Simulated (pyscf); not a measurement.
Single points on ωB97X-D3(BJ)/def2-SVP structures (PySCF, gas phase).

Question: How much does it cost (ΔH, 298 K, ωB97M-D3(BJ)/def2-TZVP) to split `[CH3][Sn]([Cl])([Cl])[GeH2][Cl]` at its Ge–Sn bond into H₃C–Sn•(Cl)–Cl + Cl–GeH₂•?

Answer: Ge–Sn to H₃C–Sn•(Cl)–Cl + Cl–GeH₂•: 234.8 kJ/mol. The 7 functionals that were run give +212.4 (M06-2X) to +278.5 kJ/mol (ωB97X-D3(BJ)/def2-TZVP). H₃C–Sn(Cl)(Cl)–GeH₂–Cl lies 21.8 kJ/mol over its isomer H₃C–GeH₂–Sn(Cl)(Cl)–Cl (electronic energy, ωB97M-D3(BJ)/def2-TZVP). Other isomers of H₃C–Sn•(Cl)–Cl were not searched in full and may lie lower. Elements up to Kr have no core potential and no relativistic terms here. Elements past Kr carry the def2 core potentials, without spin-orbit coupling.
